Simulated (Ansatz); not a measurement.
Stretching the O3–H4 bond in CdFHO (SMILES [OH][Cd][F]) (multiplicity 1 held, fragments rigid). Energies count from the point at 0.964 Å.
Geometry at that point (charge 0, multiplicity 1):
```xyz
4

Cd     0.0086     0.0063    -0.0013
F      1.2551     0.9206    -1.1752
O     -1.3176    -0.9670     1.0769
H     -1.1661    -0.8520     2.0216
```

Signs of static correlation in def2-SVP, with CASSCF(4,3), from Ansatz (a program for electronic structure) runs.

```csv
R (Å),T1 of restricted CCSD,⟨S²⟩ of UHF,largest double amplitude of restricted CCSD,weight of the CASSCF reference in MRCISD,CASSCF natural occupations
0.771,0.019,0.000,0.040,0.900,2.00 1.99 0.01
0.867,0.019,0.000,0.041,0.899,2.00 1.99 0.01
0.964,0.020,0.000,0.041,0.899,2.00 1.98 0.02
1.060,0.020,0.000,0.041,0.898,2.00 1.97 0.03
1.156,0.021,0.000,0.040,0.898,2.00 1.96 0.04
1.301,0.022,0.000,0.052,0.898,2.00 1.92 0.08
1.445,0.023,0.362,___,0.898,2.00 1.88 0.13
1.686,0.026,0.752,0.133,0.899,2.00 1.76 0.24
1.927,0.029,0.901,0.292,0.899,2.00 1.60 0.40
2.216,0.034,0.970,___,0.900,2.00 1.42 0.58
2.602,0.040,1.000,0.619,0.900,2.00 1.24 0.76
3.084,0.044,1.010,0.753,0.901,2.00 1.11 0.89
```

Problem. What belongs in the gaps?

Solution. 
- 1.445, largest double amplitude of restricted CCSD: 0.082
- 2.216, largest double amplitude of restricted CCSD: 0.455

Doubts at one or more of the structures used: active orbitals that take no part (SC-NEVPT2 on CASSCF(4,3)/def2-SVP); a restricted determinant that unrestricted orbitals would lower (R-CCSD(T)/def2-SVP); other coupled-cluster roots lie near (R-CCSD(T)/def2-SVP); a spin-contaminated determinant (U-CCSD(T)/def2-SVP); T1 above 0.05 (U-CCSD(T)/def2-SVP).
